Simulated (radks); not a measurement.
Values are calculated unless marked as measured or tabulated.
Code: a radial shooting solver on a logarithmic mesh with Libxc functionals. Model: non-relativistic Kohn-Sham, LB94 model potential, spin-unpolarised, spherical densities, point nucleus. Response by self-consistent Sternheimer equations with the Hartree and adiabatic LDA kernel. For heavy and open-shell atoms this level of theory can miss by tens of per cent. Rank Fe, Ne, Xe2+, Cr+, N+, Ga, Mo (NIST ground configurations) by static dipole polarisability, largest first.

Answer. Mo 62.82, Fe 45.55, Ga 40.98, Xe2+ 13.02, Cr+ 10.34, N+ 3.686, Ne 2.591 bohr^3.
